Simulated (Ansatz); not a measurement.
Z-matrix (Å, degrees):
```
Si
S 1 2.132
H 1 1.487 2 110.6
H 1 1.484 2 111.4 3 121.0
H 1 1.485 2 106.9 3 -119.0
P 2 2.152 1 95.7 3 -54.6
N 6 1.685 2 107.9 1 105.6
H 6 1.416 2 92.4 1 -156.4
H 7 1.008 6 114.8 2 -93.3
H 7 1.010 6 119.9 2 43.8
```

The species carries charge 0 and has multiplicity 1.

Q: List the CAM-B3LYP/def2-TZVPP orbital energies in eV (Ansatz). (Estimate.)

A: The calculation gave: Occupied: -2419.41, -2099.94, -1801.36, -391.75, -217.48, -181.04, -162.04, -161.98, -161.88, -145.89, -131.06, -131.01, -130.89, -101.25, -101.20, -101.19, -26.47, -22.23, -18.59, -16.38, -15.97, -13.66, -12.60, -11.61, -11.21, -10.92, -9.58, -8.62, -8.39. Lowest empty: 0.79, 1.09, 1.46, 1.89, 2.29, 2.63, 3.10, 3.25.
